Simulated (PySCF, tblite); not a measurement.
Isomers of C7H15P, one GFN2-xTB conformer each. Single-point energies are computed at PBE0/pcSseg-1 (PySCF, gas phase, no added dispersion term), electronic only.

Task: Rank them by PBE0/pcSseg-1 energy, lowest first (kJ/mol).
A. `[CH3:1][CH:2]([CH3:3])[P:4]([CH3:5])[CH:6]1[CH2:7][CH2:8]1` with C1–C2–P4–C5 -166°, C2–P4–C6–C7 104°
B. `[CH3:1][C:2]([CH3:3])([CH3:4])[P:5]1[CH2:6][CH2:7][CH2:8]1` with C2–P5–C6–C7 93°, P5–C6–C7–C8 9°, C6–C7–C8–P5 -9°, C2–P5–C8–C7 -93°
C. `[CH2:1]=[P:2]1([CH3:3])[CH2:4][CH2:5][CH2:6][CH2:7][CH2:8]1` with C1–P2–C4–C5 60°, P2–C4–C5–C6 62°, C4–C5–C6–C7 -66°, C5–C6–C7–C8 66°

Result: B (0.0), A (14.7), C (58.4).

As drawn, the lowest has a four-membered ring, which the highest lacks. GFN2-xTB itself gives, in the same order: 0.0, 34.7, 80.2. Both levels put the same isomer lowest; measured from each level's own lowest isomer, the values differ by up to 21.8 kJ/mol (C=P1(C)CCCCC1: 80.2 against 58.4).

Task: Which frontier levels, dipoles and rotational constants go with these structures?

Result: 
| SMILES | HOMO (eV, PBE0/pcSseg-1) | LUMO (eV) | dipole (D) | A, B, C (MHz) |
| --- | --- | --- | --- | --- |
| CC(C)(C)P1CCC1 | -6.25 | 0.77 | 1.32 | 2651, 1292, 1262 |
| CC(C)P(C)C1CC1 | -6.55 | 1.17 | 1.25 | 2569, 1228, 911.7 |
| C=P1(C)CCCCC1 | -5.11 | 1.06 | 2.89 | 2441, 1418, 1315 |

Task: What happens when harmonic zero-point energies from GFN2-xTB frequencies are added?

Result: 
| SMILES | ZPE (kJ/mol) | electronic (kJ/mol) | with ZPE (kJ/mol) |
| --- | --- | --- | --- |
| CC(C)(C)P1CCC1 | 533.2 | 0.0 | 0.0 |
| CC(C)P(C)C1CC1 | 527.6 | 14.7 | 9.2 |
| C=P1(C)CCCCC1 | 525.0 | 58.4 | 50.2 |

The zero-point energies span 8.2 kJ/mol. The order is unchanged.
